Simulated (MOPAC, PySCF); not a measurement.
C10H9ClSi, SMILES `c1ccc(c2ccc([SiH3])cc12)Cl`, neutral singlet in the gas phase. 

Z-matrix (Å, degrees):
```
C
C 1 1.4173
C 2 1.3741 1 120.52
H 3 1.0922 2 120.42 1 180.00
H 2 1.0926 3 120.64 4 0.00
C 3 1.4109 4 119.12 2 -180.00
C 6 1.3760 3 119.95 4 -180.00
H 6 1.0911 7 119.41 3 -180.00
C 1 1.4191 2 121.50 5 -0.01
C 9 1.3814 1 122.06 2 -180.00
H 9 1.0943 10 120.37 1 179.98
C 10 1.4228 9 118.26 11 179.98
C 12 1.3731 10 121.46 9 0.01
H 13 1.0911 12 120.61 10 180.00
H 12 1.0940 13 118.81 14 0.02
C 13 1.4174 14 118.67 12 -179.99
Cl 7 1.7341 6 118.82 8 0.01
Si 10 1.8780 9 120.97 11 -0.02
H 18 1.4938 10 109.10 9 0.01
H 18 1.4957 19 109.29 11 121.19
H 18 1.4958 19 109.28 20 117.64
```
Charge 0, multiplicity 1.

All levels are single points at this geometry (PBE0-D4/def2-SVP); Pople sets use spherical d functions. Orbital energies aren't observables, and empty levels follow the basis.

B3LYP/6-31G* in PySCF gives gap (eV) = 4.64.

Q: Estimate the gap (eV) from each of these levels: PBE0-D4/def2-TZVP in PySCF; B3LYP/3-21G in PySCF; B3LYP/LANL2DZ in PySCF; BP86/6-31G* in PySCF; PBE/6-31G* in PySCF; HF/STO-3G in PySCF; PM3 in MOPAC; PM6 in MOPAC.

A: 
| level | gap (eV) |
|---|---|
| PBE0-D4/def2-TZVP in PySCF | 4.89 |
| B3LYP/3-21G in PySCF | 4.76 |
| B3LYP/LANL2DZ in PySCF | 4.69 |
| BP86/6-31G* in PySCF | 3.29 |
| PBE/6-31G* in PySCF | 3.30 |
| HF/STO-3G in PySCF | 11.47 |
| PM3 in MOPAC | 8.11 |
| PM6 in MOPAC | 8.08 |
